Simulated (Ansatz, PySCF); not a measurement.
Process, species as SMILES: CN(C)C(=O)N(C)C → [CH2]N(C)C(=O)N(C)C + H atom (the C-H bond at the site shown breaks; other sites are not compared here)
Geometries: B3LYP-D3(BJ)/def2-TZVP minima from Ansatz (a quantum-chemistry and plane-wave program), one conformer each, not searched for the lowest. Frequencies are from Ansatz or PySCF.

Property: bond dissociation energy (enthalpy at 298 K, with B3LYP-D3(BJ) rigid-rotor harmonic-oscillator terms), in kcal/mol. Correlated levels leave the core frozen unless marked. Open shells are spin-unrestricted. Spin-orbit coupling is left out. No relativistic terms. CBS(X,Y): correlation extrapolated as X^-3; Hartree-Fock from the larger set. [CCSD(T)-MP2]/basis is that difference in the basis named.

```csv
level,program,bond dissociation energy (kcal/mol)
PBE/def2-TZVPD,Ansatz,(withheld)
PBE0/def2-SVP,Ansatz,88.5
PBE0-D3(BJ)/def2-TZVP,Ansatz + dftd3,88.3
SCS-MP2/6-31G*,Ansatz,87.9
"RI-MP2/CBS(cc-pVTZ,cc-pVQZ)+[CCSD(T)-MP2]/cc-pVTZ",Ansatz,93.2
```

What belongs in the gaps?


- PBE/def2-TZVPD, bond dissociation energy (kcal/mol): 86.1
